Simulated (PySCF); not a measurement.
Species: C8H16Si.
SMILES with atom numbers: `[CH3:1][C:2]([CH3:3])([CH3:4])[C@H:5]1[CH:6]=[CH:7][CH2:8][SiH2:9]1` (hydrogens: H10, H11, H12 on C1; H13, H14, H15 on C3; H16, H17, H18 on C4; H19 on C5; H20 on C6; H21 on C7; H22, H23 on C8; H24, H25 on Si9)

The same species was optimised twice, with GFN2-xTB and with PBE0-D3(BJ)/def2-SVP (PySCF), and the same property calculations (PySCF, gas phase) were run on both structures.

```json
{"coordinate": "C6=C7 (Å)", "GFN2-xTB": "1.321", "PBE0-D3(BJ)/def2-SVP": "1.341", "change": "+0.020"}
{"coordinate": "C2–C5 (Å)", "GFN2-xTB": "1.543", "PBE0-D3(BJ)/def2-SVP": "1.554", "change": "+0.011"}
{"coordinate": "C7–C8 (Å)", "GFN2-xTB": "1.498", "PBE0-D3(BJ)/def2-SVP": "1.506", "change": "+0.008"}
{"coordinate": "C5–C6 (Å)", "GFN2-xTB": "1.505", "PBE0-D3(BJ)/def2-SVP": "1.510", "change": "+0.005"}
{"coordinate": "C8–Si9 (Å)", "GFN2-xTB": "1.905", "PBE0-D3(BJ)/def2-SVP": "1.900", "change": "-0.005"}
{"coordinate": "C5–Si9 (Å)", "GFN2-xTB": "1.920", "PBE0-D3(BJ)/def2-SVP": "1.918", "change": "-0.002"}
{"coordinate": "C2–C4 (Å)", "GFN2-xTB": "1.528", "PBE0-D3(BJ)/def2-SVP": "1.530", "change": "+0.002"}
{"coordinate": "C1–C2 (Å)", "GFN2-xTB": "1.534", "PBE0-D3(BJ)/def2-SVP": "1.533", "change": "-0.001"}
{"coordinate": "C2–C3 (Å)", "GFN2-xTB": "1.530", "PBE0-D3(BJ)/def2-SVP": "1.530", "change": "0.000"}
{"coordinate": "C5–Si9–C8 (°)", "GFN2-xTB": "94.0", "PBE0-D3(BJ)/def2-SVP": "96.6", "change": "+2.6"}
{"coordinate": "C6–C5–Si9 (°)", "GFN2-xTB": "103.1", "PBE0-D3(BJ)/def2-SVP": "101.1", "change": "-2.0"}
{"coordinate": "C7–C8–Si9 (°)", "GFN2-xTB": "104.1", "PBE0-D3(BJ)/def2-SVP": "102.1", "change": "-2.0"}
{"coordinate": "C2–C5–C6 (°)", "GFN2-xTB": "113.2", "PBE0-D3(BJ)/def2-SVP": "114.9", "change": "+1.7"}
{"coordinate": "C5–C6–C7 (°)", "GFN2-xTB": "119.7", "PBE0-D3(BJ)/def2-SVP": "120.4", "change": "+0.7"}
{"coordinate": "C1–C2–C5 (°)", "GFN2-xTB": "110.4", "PBE0-D3(BJ)/def2-SVP": "109.8", "change": "-0.6"}
{"coordinate": "C6–C7–C8 (°)", "GFN2-xTB": "119.1", "PBE0-D3(BJ)/def2-SVP": "119.7", "change": "+0.6"}
{"coordinate": "C1–C2–C3 (°)", "GFN2-xTB": "108.1", "PBE0-D3(BJ)/def2-SVP": "108.5", "change": "+0.4"}
{"coordinate": "C1–C2–C5–C6 (°)", "GFN2-xTB": "63", "PBE0-D3(BJ)/def2-SVP": "61", "change": "-2"}
```

Rotational constants: A = 2224, B = 1066, C = 886.4 MHz (GFN2-xTB) against A = 2230, B = 1043, C = 875.5 MHz (PBE0-D3(BJ)/def2-SVP). Point groups within 0.08 Å: C1 and C1. Atoms that the bonding makes alike are paired by their places after alignment.

On the GFN2-xTB structure: HOMO (eV) -7.01 [PBE0/pcSseg-1]; LUMO (eV) 0.60 [PBE0/pcSseg-1]; dipole (D) 0.27 [PBE0/pcSseg-1]; GIAO shielding of C1/C3/C4 (mean) (ppm) 155.6 [PBE0/pcSseg-1]; GIAO shielding of C2 (ppm) 152.8 [PBE0/pcSseg-1]; GIAO shielding of C5 (ppm) 138.1 [PBE0/pcSseg-1]; GIAO shielding of C6 (ppm) 44.7 [PBE0/pcSseg-1]; GIAO shielding of C7 (ppm) 47.5 [PBE0/pcSseg-1]; GIAO shielding of C8 (ppm) 170.2 [PBE0/pcSseg-1]; GIAO shielding of Si9 (ppm) 386.4 [PBE0/pcSseg-1].

**Question.** What do these properties become on the PBE0-D3(BJ)/def2-SVP structure?

**Answer.** 
```
                                    property          level  on GFN2-xTB  on PBE0-D3(BJ)/def2-SVP  change
                                   HOMO (eV)  PBE0/pcSseg-1        -7.01                    -7.04   -0.03
                                   LUMO (eV)  PBE0/pcSseg-1         0.60                     0.41   -0.19
                                  dipole (D)  PBE0/pcSseg-1         0.27                     0.38   +0.11
energy, GFN2-xTB geometry as zero (kcal/mol)  PBE0/pcSseg-1          0.0                     -1.6    -1.6
     GIAO shielding of C1/C3/C4 (mean) (ppm)  PBE0/pcSseg-1        155.6                    153.9    -1.7
                  GIAO shielding of C2 (ppm)  PBE0/pcSseg-1        152.8                    151.6    -1.2
                  GIAO shielding of C5 (ppm)  PBE0/pcSseg-1        138.1                    139.6    +1.5
                  GIAO shielding of C6 (ppm)  PBE0/pcSseg-1         44.7                     40.2    -4.5
                  GIAO shielding of C7 (ppm)  PBE0/pcSseg-1         47.5                     43.1    -4.4
                  GIAO shielding of C8 (ppm)  PBE0/pcSseg-1        170.2                    169.7    -0.5
                 GIAO shielding of Si9 (ppm)  PBE0/pcSseg-1        386.4                    381.1    -5.3
```

The heavy atoms differ by 0.033 Å rms after alignment. Among bonds between heavy atoms C6=C7 changes most (+0.020 Å). Changes are differences of the printed values. Neither structure is proved a minimum here.
